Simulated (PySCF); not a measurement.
# UHF on W²⁺ (tungsten, charge +2)

Configuration: [Xe] 4f14 5d3 6p1, one real determinant (an excited configuration). Computed with PySCF 2.14 in ANO-RCC-VTZP, with the spin-free X2C one-electron Hamiltonian (Gaussian nucleus).

```
Total energy                                                  : -16136.602633 hartree
One-electron energy                                           : -22095.4276 hartree
Hartree (Coulomb) energy                                      : 6282.1336 hartree
Exchange energy                                               : -323.3085 hartree
⟨S²⟩                                                          : 6.0051
⟨L²⟩                                                          : 14.044
Sum of ⟨r⟩                                                    : 39.78 bohr
Sum of ⟨r²⟩                                                   : 50.42 bohr²
Traceless quadrupole moment −½Σ⟨3z² − r²⟩ along its main axis : -5.58 e·bohr²
Langevin diamagnetic susceptibility                           : -39.9 ×10⁻⁶ cm³/mol
```

| shell | electrons | mean orbital energy (eV) | spread (eV) | rms radius, mean of both spins (bohr) |
| --- | --- | --- | --- | --- |
| 1s β | 1 | -69901.8 | 0 | 0.0208 |
| 1s α | 1 | -69901.8 | 0 | 0.0208 |
| 2s α | 1 | -12223.5 | 0 | 0.0838 |
| 2s β | 1 | -12223.3 | 0 | 0.0838 |
| 2p α | 3 | -10723.5 | 0.016 | 0.0763 |
| 2p β | 3 | -10723.2 | 0.032 | 0.0763 |
| 3s α | 1 | -2893.4 | 0 | 0.214 |
| 3s β | 1 | -2893.3 | 0 | 0.214 |
| 3p α | 3 | -2439.2 | 0.001 | 0.216 |
| 3p β | 3 | -2439.2 | 0.069 | 0.216 |
| 3d α | 5 | -1898.4 | 0.287 | 0.197 |
| 3d β | 5 | -1898.3 | 0.114 | 0.197 |
| 4s α | 1 | -645.94 | 0 | 0.478 |
| 4s β | 1 | -645.63 | 0 | 0.478 |
| 4p α | 3 | -493.71 | 0.007 | 0.509 |
| 4p β | 3 | -493.36 | 0.143 | 0.509 |
| 4d α | 5 | -293.77 | 0.685 | 0.551 |
| 4d β | 5 | -293.24 | 0.341 | 0.551 |
| 5s α | 1 | -116.11 | 0 | 1.15 |
| 5s β | 1 | -112.59 | 0 | 1.15 |
| 5p α | 3 | -75.965 | 0.021 | 1.31 |
| 4f α | 7 | -71.056 | 0.240 | 0.775 |
| 4f β | 7 | -70.759 | 0.571 | 0.775 |
| 5p β | 1 | -70.298 | 0 | 1.31 |
| 5d α | 3 | -30.116 | 0.190 | 1.92 |
| 6p α | 1 | -17.095 | 0 | 3.77 |

⟨L²⟩ = 14.04 against 20 for a pure G term, so this real determinant mixes terms. Spin-orbit coupling, absent here, splits the open shell strongly.

Densities and radii are taken from the X2C orbitals without a picture-change correction, which distorts them close to the nucleus.

Spin-orbit constants ζ (cm⁻¹) from the X2C one-electron operator on these orbitals: bare nucleus, nucleus screened by l(l+1)(2l+1)/3 electrons, and screened by the Breit-Pauli mean field of the electrons.

```json
{"shell": "2p", "bare": "6868000", "screened nucleus": "6683000", "mean field": "n/a"}
{"shell": "3p", "bare": "1501000", "screened nucleus": "1460000", "mean field": "n/a"}
{"shell": "3d", "bare": "233400", "screened nucleus": "201800", "mean field": "n/a"}
{"shell": "4p", "bare": "341900", "screened nucleus": "332700", "mean field": "n/a"}
{"shell": "4d", "bare": "45900", "screened nucleus": "39700", "mean field": "n/a"}
{"shell": "4f", "bare": "8097", "screened nucleus": "5033", "mean field": "n/a"}
{"shell": "5p", "bare": "46800", "screened nucleus": "45540", "mean field": "n/a"}
{"shell": "5d", "bare": "3352", "screened nucleus": "2899", "mean field": "n/a"}
{"shell": "6p", "bare": "4840", "screened nucleus": "4709", "mean field": "n/a"}
```

To first order the Landé constant is A = 837.8 cm⁻¹, so the lowest level has J = 2 and lies 1.04 eV below the centre of the term. This holds in LS coupling only.
